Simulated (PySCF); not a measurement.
2-fluoro-3-methylbuta-1,3-diene (C5H7F), SMILES C(=C)(C(=C)C)F.

Geometry: PBE0-D3(BJ)/def2-SVP. The values are those of a single conformer.

Calculation: PBE0-D3(BJ)/def2-SVP (PySCF).

Frequencies are harmonic and unscaled.

Computed normal modes with their intensities:
```
mode  ν (cm⁻¹)  IR (km/mol)  moving atoms (share of kinetic energy)
----  --------  -----------  --------------------------------------
1           97          0.4                  C 53 %, F 26 %, H 21 %
2          208          0.5                                  H 97 %
3          279          0.1                  C 58 %, H 26 %, F 16 %
4          349          3.4                          C 66 %, H 31 %
5          393          0.8                  C 49 %, H 30 %, F 21 %
6          468          1.2                  C 42 %, H 36 %, F 22 %
7          531          5.7                  C 55 %, F 24 %, H 22 %
8          615          1.8                          H 60 %, C 39 %
9          732          0.0                          H 78 %, C 17 %
10         779          2.9                          C 66 %, H 26 %
11         782          0.4                          H 75 %, C 25 %
12         870         61.1                          H 66 %, C 34 %
13         941         34.1                          H 73 %, C 27 %
14         961          0.7                          H 58 %, C 41 %
15         962         21.7                  H 46 %, C 29 %, F 25 %
16        1009          4.4                          H 70 %, C 29 %
17        1055          0.7                          H 63 %, C 37 %
18        1213         48.0                   C 61 %, H 30 %, F 9 %
19        1368         31.1                          H 71 %, C 27 %
20        1386          5.7                          H 85 %, C 14 %
21        1419          4.5                          H 80 %, C 19 %
22        1434         15.4                          C 76 %, H 22 %
23        1449         10.7                                  H 97 %
24        1468         14.6                           H 91 %, C 9 %
25        1704         62.0                          C 90 %, H 10 %
26        1756         31.8                                  C 92 %
27        3056         12.4                                  H 97 %
28        3137          7.3                           H 91 %, C 9 %
29        3176          6.9                           H 91 %, C 9 %
30        3182          2.5                                  H 94 %
31        3207          2.1                                  H 94 %
32        3291          0.9                          H 89 %, C 11 %
33        3319          0.0                          H 89 %, C 11 %
```
